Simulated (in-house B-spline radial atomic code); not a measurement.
Ionisation energies along the 5-electron series, configuration [He] 2s2 2p1, as differences of self-consistent energies. Dirac energy differences include first-order Breit, QED and recoil terms. NIST's values go from ground level to ground level; the uncertainty of those that are theory runs from under 0.1 % in few-electron ions to several per cent in heavy many-electron ones. Computed with an all-electron radial atomic-structure program (B-spline basis): Dirac-Hartree-Fock, average of the configuration, finite nuclei.

| ion | configuration after | ionisation energy (eV) | IE/(q+1)² (eV) | Breit and QED recoil part (eV) | tabulated value (eV) | tabulated kind | computed minus tabulated (eV) |
| --- | --- | --- | --- | --- | --- | --- | --- |
| Ca15+ | [He] 2s2 | 971.8 | 3.796 | -0.27312 | 973.7 | semi-empirical | -1.9 |
| Sc16+ | [He] 2s2 | ? | ? | ? | ? | semi-empirical | ? |
| Ti17+ | [He] 2s2 | ? | ? | ? | ? | semi-empirical | ? |
| V18+ | [He] 2s2 | 1350.0 | 3.7396 | -0.44373 | 1354.2 | semi-empirical | -4.2 |
| Cr19+ | [He] 2s2 | 1489.9 | 3.7247 | -0.5138 | 1495.1 | semi-empirical | -5.2 |
| Mn20+ | [He] 2s2 | 1636.7 | 3.7114 | -0.59074 | 1643.2 | semi-empirical | -6.5 |
| Fe21+ | [He] 2s2 | 1790.5 | 3.6994 | -0.6753 | 1798.4 | semi-empirical | -7.9 |
| Co22+ | [He] 2s2 | 1951.3 | 3.6886 | -0.76743 | 1960.8 | semi-empirical | -9.5 |

Fill in the row of Sc16+.

ionisation energy (eV): 1090.9; IE/(q+1)² (eV): 3.7749; Breit and QED recoil part (eV): -0.32373; tabulated value (eV): 1093.5; computed minus tabulated (eV): -2.6.

Fill in the row of Ti17+.

ionisation energy (eV): 1217.0; IE/(q+1)² (eV): 3.7562; Breit and QED recoil part (eV): -0.38056; tabulated value (eV): 1220.3; computed minus tabulated (eV): -3.3.

Where a p, d or f electron is removed, the computed value is a mean over both j, so it misses the tabulated one by a part of the spin-orbit splitting; averaging over terms and missing correlation add to the gap, relatively most at low charge.
